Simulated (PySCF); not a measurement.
Reaction (SMILES): N=C=O + H+ → [NH2+]=C=O
B3LYP-D3(BJ)/def2-TZVP geometries, fixed; electronic energies without zero-point terms; positive where energy is released.

Effect of the atomic grid (radial, angular points) at PBE0/def2-TZVP with PySCF, against the last row, where the proton affinity is 179.33 kcal/mol. The proton sits at the site shown, which need not be the one that binds it best. Cost is core time over that of atom_grid: 30, 110, unpruned, rough, on shared machines of one kind.

| setting | grid points, largest species | largest shift of a total energy (mEh) | shift of the proton affinity (kcal/mol) | cost |
|---|---|---|---|---|
| atom_grid: 30, 110, unpruned | 16504 | -0.046 | 0.049 | 1× |
| atom_grid: 50, 194, unpruned | 48504 | 0.005 | 0.006 | 2× |
| atom_grid: 75, 302, unpruned | 113256 | 0.000 | 0.000 | 3× |
| atom_grid: 99, 590, unpruned | 292056 | 0.000 | 0.000 | 5× |
| atom_grid: 150, 974, unpruned | 730504 | 0.000 | 0.000 | 10× |

Within 0.02 kcal/mol in the proton affinity: atom_grid: 50, 194, unpruned; atom_grid: 75, 302, unpruned; atom_grid: 99, 590, unpruned. The largest shift is 0.046 mEh in a total energy and 0.049 kcal/mol in the difference.
